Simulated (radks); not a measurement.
Trend from K4+ to Kr4+: ionisation energy by Delta-SCF between NIST ground configurations, and size. Method: scalar-relativistic Kohn-Sham, PBE, spin-polarised, spherical densities, point nucleus; open shells are filled with parallel spins first; computed with a radial shooting solver on a logarithmic mesh with Libxc functionals.

species	configuration	IE (eV)	NIST (eV)	kind	outermost	<r> outermost (bohr)
K4+	[Ne] 3s2 3p3	81.980	82.7	semi-emp.	3p	1.23
Ca4+	[Ne] 3s2 3p4	84.073	84.3	semi-emp.	3p	1.17
Sc4+	[Ne] 3s2 3p5	91.835	91.95	semi-emp.	3p	1.09
Ti4+	[Ar]	99.339	99.30	exp.	3p	1.03
V4+	[Ar] 3d1	65.531	65.282	exp.	3d	1.08
Cr4+	[Ar] 3d2	69.261	69.46	semi-emp.	3d	1.02
Mn4+	[Ar] 3d3	72.837	72.4	semi-emp.	3d	0.961
Fe4+	[Ar] 3d4	76.284	75.0	semi-emp.	3d	0.913
Co4+	[Ar] 3d5	79.621	79.5	semi-emp.	3d	0.869
Ni4+	[Ar] 3d6	76.482	76.1	semi-emp.	3d	0.853
Cu4+	[Ar] 3d7	80.220	80	semi-emp.	3d	0.814
Zn4+	[Ar] 3d8	83.807	83	semi-emp.	3d	0.778
Ga4+	[Ar] 3d9	87.270	86.0	semi-emp.	3d	0.746
Ge4+	[Ar] 3d10	90.626	90.50	exp.	3d	0.717
As4+	[Ar] 3d10 4s1	63.916	62.8	exp.	4s	1.67
Se4+	[Ar] 3d10 4s2	68.127	68.3	semi-emp.	4s	1.59
Br4+	[Ar] 3d10 4s2 4p1	59.112	59.60	exp.	4p	1.69
Kr4+	[Ar] 3d10 4s2 4p2	64.236	64.7	semi-emp.	4p	1.59

Reference values: NIST Atomic Spectra Database (exp. = measured, semi-emp. = semi-empirical, theory = theoretical value adopted there). Open shells are spherical and high-spin; term and fine-structure splittings are not resolved.
